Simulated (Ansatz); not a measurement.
Species: C₆H₇, net charge -1, singlet state. It need not be the lowest isomer of its formula. Whether it binds its extra electron was not tested at this geometry. 
Coordinates optimised at B3LYP-D3(BJ)/def2-TZVP (Ansatz, a first-principles code):
SMILES: [cH-]1c(C)ccc1
```xyz
13

C      2.1439    -0.0557     0.2826
C      0.6606    -0.0093     0.0619
C     -0.1854     1.0928     0.3092
C     -1.5156     0.7050     0.0327
C     -1.4949    -0.6396    -0.3887
C     -0.1521    -1.0785    -0.3713
H      2.6320    -0.7567    -0.4055
H      2.6062     0.9260     0.1219
H      2.4287    -0.3701     1.2997
H      0.1389     2.0689     0.6547
H     -2.3929     1.3372     0.1079
H     -2.3536    -1.2259    -0.6954
H      0.2024    -2.0677    -0.6419
```
Charge -1, spin multiplicity 1.

Total electronic energies in hartree. Cores are frozen in the correlated levels unless marked. No spin-orbit coupling. Non-relativistic. CBS marks a two-point X^-3 extrapolation of the correlation energy; Hartree-Fock from the larger set. [CCSD(T)-MP2]/basis is that difference in the basis named.

| level | program | energy (Eh) |
|---|---|---|
| HF/cc-pVDZ | Ansatz | -231.24530 |
| HF/cc-pVTZ | Ansatz | -231.30844 |
| RI-HF/aug-cc-pVTZ | Ansatz | -231.31655 |
| BLYP-D3(BJ)/def2-TZVPD | Ansatz + dftd3 | -232.83080 |
| revPBE-D3(BJ)/def2-TZVPD | Ansatz + dftd3 | -232.88546 |
| r2SCANh/def2-TZVPD | Ansatz | -232.77098 |
| CAM-B3LYP-D4/def2-TZVPD | Ansatz + dftd4 | -232.79715 |
| wB97X-V/def2-TZVPD | Ansatz | -232.85438 |
| B2GP-PLYP-D3(BJ)/def2-TZVPD | Ansatz + dftd3 | -232.66186 |
| MP2/cc-pwCVTZ | Ansatz | -232.32879 |
| SCS-MP2/STO-3G | Ansatz | -228.66611 |
| SCS-MP2/cc-pVQZ | Ansatz | -232.38264 |
| CCSD/STO-3G | Ansatz | -228.72162 |
| CCSD(T)/aug-cc-pVTZ | Ansatz | -232.41515 |
| RI-MP2/CBS(aug-cc-pVTZ,aug-cc-pVQZ)+[CCSD(T)-MP2]/aug-cc-pVTZ | Ansatz | -232.5204 |

Totals of different functionals don't rank their quality; only differences between species are comparable.
